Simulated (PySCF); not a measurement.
A species of formula C2H5F3OSi has this rotational fingerprint, computed with CAM-B3LYP/def2-SVPD in PySCF (dipole) on a GFN2-xTB geometry, gas phase:

- Rotational constants: A = 4145, B = 1243, C = 1171 MHz
- Dipole components: |μa| = 3.83 D, |μb| = 1.53 D, |μc| = 0.00 D
- Inertial defect: -97.16 u·Å²
- κ: -0.95

Question: Which structure is it? (One computed conformer of each.)
A. `[CH3:1][CH2:2][O:3][Si:4]([F:5])([F:6])[F:7]` with C1–C2–O3–Si4 180°
B. `[F:1][CH:2]([F:3])[O:4][C@@H:5]([F:6])[SiH3:7]` with F1–C2–O4–C5 73°, C2–O4–C5–F6 65°
C. `[CH3:1][O:2][SiH2:3][C:4]([F:5])([F:6])[F:7]` with C1–O2–Si3–C4 180°

Answer: C. It is CO[SiH2]C(F)(F)F, a near-prolate asymmetric top. The candidates at the same level (rigid rotor, commonest isotopes):

```csv
SMILES,A (MHz),B (MHz),C (MHz),μa (D),μb (D),μc (D),Δ (u·Å²),point group,rotor
FC(F)O[C@@H](F)[SiH3],3975,1100,1039,2.02,0.36,0.68,-100.19,C1,near-prolate asymmetric top
CO[SiH2]C(F)(F)F,4145,1243,1171,3.83,1.53,0.00,-97.16,near Cs,near-prolate asymmetric top
CCO[Si](F)(F)F,3711,1249,1215,3.15,0.94,0.00,-124.92,Cs,near-prolate asymmetric top
```

`FC(F)O[C@@H](F)[SiH3]` has B 11 % too low; `CCO[Si](F)(F)F` has A 10 % too low. No structure here is proved a minimum.
